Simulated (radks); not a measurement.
Problem. These are the eigenvalues of the occupied orbitals of an atom or ion with whole-number occupations (eV). All-electron calculation, scalar-relativistic Kohn-Sham, r2SCAN, spin-unpolarised, spherical densities, finite nucleus; meta-GGA in the generalised Kohn-Sham scheme; Fermi nuclear charge, rms radius of each element as measured or else 0.836 A^(1/3) + 0.57 fm. Program: a radial shooting solver on a logarithmic mesh with Libxc functionals.

orbital  eigenvalue
1s        -71761.17
2s        -12493.50
2p        -10905.05
3s        -2925.721
3p        -2455.124
3d        -1920.444
4s        -640.1744
4p        -485.1390
4d        -289.5406
5s        -116.9463
5p         -77.8711
4f         -72.8085
5d         -32.9615

Which element is it, and in what charge state? The configuration may be excited.

Solution. Z = 75, rhenium, charge +3: Re3+ in [Xe] 4f14 5d4. The list shows which subshells hold electrons but not how many an open one holds; the 1s level, -2637.2 hartree, gives Z - s = 72.6 by -(Z - s)^2/2, which with screening and relativity narrows Z to a few neighbours, and the depths of the outer levels then fix element, charge and occupations together.
